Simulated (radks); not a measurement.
Results of a calculation; reference values are marked as such.
Question: All-electron atom: the silicon ion Si2+ in [He] 2s2 2p5 3s2 3p1 (not the ground configuration). Code: a radial shooting solver on a logarithmic mesh with Libxc functionals. Model: non-relativistic Kohn-Sham, LDA (Slater exchange, Perdew-Wang correlation), spin-polarised, spherical densities, point nucleus; open shells are filled with parallel spins first. Some entries of the table are withheld. Estimate them.

orbital,occ.,eigenvalue (hartree),<r^2> (bohr^2),<1/r> (bohr^-1)
1s up,1,-67.14515,0.01687,13.53
1s down,1,-67.06920,0.01685,13.53
2s up,1,-6.63868,(1),2.638
2s down,1,-6.51981,(2),2.624
2p up,3,-5.13082,0.3292,(3)
2p down,2,-4.99687,0.3343,(4)
3s up,1,-1.22156,3.723,0.7647
3s down,1,-1.16759,3.815,0.7567
3p up,1,-0.90352,4.616,0.6769
3p down,0,-0.85324,4.809,0.6653

Answer: 
(1) 2s up <r^2> (bohr^2): 0.3674
(2) 2s down <r^2> (bohr^2): 0.3707
(3) 2p up <1/r> (bohr^-1): 2.551
(4) 2p down <1/r> (bohr^-1): 2.536
